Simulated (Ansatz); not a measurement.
Reaction (ligand exchange at the Si–O bond): `[CH3][AlH][O][SiH2]C` + `[SH][GaH2]` → `C[SiH2][S][GaH2]` + `[CH3][AlH][OH]`

Isolated molecules relaxed with PBE0-D4/def2-TZVP in Ansatz; ΔE leaves out vibrations. CCSD(T)/CBS is the MP2 limit (def2-TZVPP, def2-QZVPP) plus CCSD(T) − MP2 in def2-TZVPP, frozen cores. Functionals use def2-TZVPP. For Ga outer-core shells are correlated without core-valence functions, which leaves a few kJ/mol of doubt a bond. Scalar relativity is left out up to krypton. Each species was taken in one conformer, which may not be the lowest.

```csv
level,ΔE (kJ/mol)
ωB97M-V,49.5
HF/def2-QZVPP,76.5
```

(1) What does CCSD(T)/CBS give? (Estimate.)

Largest T1 diagnostic among the species: 0.013.

Answers

(1) Ansatz gave: +46.9 kJ/mol. The listed levels differ from it by 2.6, 29.6 kJ/mol.

In def2-TZVPP, CCSD(T) changes the Hartree–Fock value by −23.5 kJ/mol (the triples alone add −4.6 kJ/mol) and MP2 by −28.8 kJ/mol. The D4 term adds −6.2 kJ/mol with B3LYP and −3.0 kJ/mol with PBE0; it sums over pairs of atoms, weighted by their polarisabilities, and B3LYP, whose exchange is more repulsive, gets the larger term.

B3LYP here is the variant with VWN-RPA as its local correlation; programs differ in this.
